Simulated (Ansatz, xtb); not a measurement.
## Ranking isomers of C4H3ClOSe

6 gas-phase structures of C4H3ClOSe, from a drawn sample of its isomers (lower ones may exist). Each was relaxed with GFN2-xTB:

A. `Oc1cc(Cl)c[se]1`, a singlet
B. `Oc1c[se]cc1Cl`, a singlet
C. `Oc1c[se]c(Cl)c1`, a singlet
D. `Oc1cc[se]c1Cl`, a singlet
E. `Oc1[se]ccc1Cl`, a singlet
F. `Oc1ccc(Cl)[se]1`, a singlet

**Question.** Which do you expect lowest at r2SCAN-D4/def2-SVP, and how would the others follow?

**Answer.** Calculated order at r2SCAN-D4/def2-SVP: B (0.0), A (4.7), C (4.8), D (5.7), E (6.3), F (7.0) kcal/mol. Less than 1 kcal/mol parts A and C; C and D; D and E; E and F, so the order within those pairs means little.

Energies above the lowest of each column, in kcal/mol; the last columns are at B3LYP-D3(BJ)/def2-SVP geometries:

```
structure  GFN2-xTB  HF/STO-3G  r2SCAN-D4/def2-SVP  B3LYP-D3(BJ)/def2-SVP  CCSD(T)/def2-SVP + ΔMP2/def2-TZVPP
        B       0.0        0.0                 0.0                    0.0                                 0.0
        A       2.7        2.1                 4.7                    4.6                                 4.7
        C       3.7        3.9                 4.8                    4.5                                 4.3
        D       5.5        4.3                 5.7                    5.5                                 5.1
        E       4.8        2.8                 6.3                    6.2                                 5.8
        F       5.2        4.2                 7.0                    6.7                                 7.1
```

Every level run on B puts it lowest or level with the lowest. CCSD(T)/def2-SVP + ΔMP2/def2-TZVPP orders those it was run on as B (0.0), C (4.3), A (4.7), D (5.1), E (5.8), F (7.1) kcal/mol. Less than 1 kcal/mol parts C and A; A and D; D and E, so the order within those pairs means little. Flexible structures stand in one conformer each, not always the lowest. ΔMP2 is the change of the MP2 energy from the smaller to the larger basis.

Over these structures GFN2-xTB departs from r2SCAN-D4/def2-SVP by 0.7 kcal/mol on average once a common shift is removed. A GFN2-xTB relaxation took about 0.12 s and the r2SCAN-D4/def2-SVP energy about 2.6 s on a shared host (Ansatz 0.2.0, xtb 6.7.1).
